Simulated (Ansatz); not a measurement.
Computed with Ansatz on PBE0-D4/def2-TZVP structures; ΔE is electronic, products minus reactants. CBS: MP2 limit from def2 TZ/QZ plus the TZ coupled-cluster correction, frozen cores. DFT in def2-TZVPP. B3LYP here is the variant with VWN-RPA as its local correlation; programs differ in this. One conformer a species, not always the lowest.

Consider the ligand exchange at the Si–C bond: `[CH3][AlH][CH2][SiH2]F` + `CO[SiH](O)F` → `CO[SiH](F)O[SiH2]F` + `[CH3][AlH][CH3]`.

```json
{"level": "ωB97X-V", "ΔE (kJ/mol)": "-103.0"}
{"level": "ωB97M-V", "ΔE (kJ/mol)": "-102.2"}
{"level": "r2SCAN", "ΔE (kJ/mol)": "-101.3"}
{"level": "B3LYP", "ΔE (kJ/mol)": "-107.4"}
```

(1) What does CCSD(T)/CBS give? (Best estimate.)

Largest T1 diagnostic among the species: 0.012.

## Answers

(1) Ansatz gave: -104.2 kJ/mol. The listed levels differ from it by 1.2, 2.0, 2.9, -3.2 kJ/mol.

From PBE to PBE0 (25 % exact exchange), in def2-TZVPP and without D4, ΔE moves by −4.7 kJ/mol. In def2-TZVPP, CCSD(T) changes the Hartree–Fock value by +20.3 kJ/mol (the triples alone add +3.0 kJ/mol) and MP2 by +20.8 kJ/mol.
